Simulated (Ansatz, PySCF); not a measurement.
Reaction 2 R1 → P1, each structure at its B3LYP-D3(BJ)/def2-TZVP stationary point, reached from a drawn start (curvature not checked).
R1: OSi (SMILES [O+]#[Si-]), charge 0, multiplicity 1.
P1, O2Si2 (charge 0, multiplicity 1):
```xyz
4

Si     1.2298     0.0000     0.0000
Si    -1.2298     0.0000     0.0000
O      0.0000     1.1728     0.0000
O      0.0000    -1.1728     0.0000
```

P less R. No zero-point or thermal terms.

Cores are frozen in the correlated methods.

Programs: Ansatz (Gaussian orbitals); PySCF for the D3/D4 terms. No computed number here is a measurement.

Problem. One of these levels gives -63.70 kcal/mol for the reaction energy. Which?
(A) MP2/cc-pV(D+d)Z
(B) r2SCAN-D3(BJ)/def2-TZVPP
(C) BHLYP-D3(BJ)/def2-TZVPP
(D) revPBE-D4/def2-TZVPP

Solution. C, BHLYP-D3(BJ)/def2-TZVPP. The others give -51.43 (revPBE-D4/def2-TZVPP), -57.43 (r2SCAN-D3(BJ)/def2-TZVPP), -39.64 (MP2/cc-pV(D+d)Z)

Ansatz is an electronic-structure program.
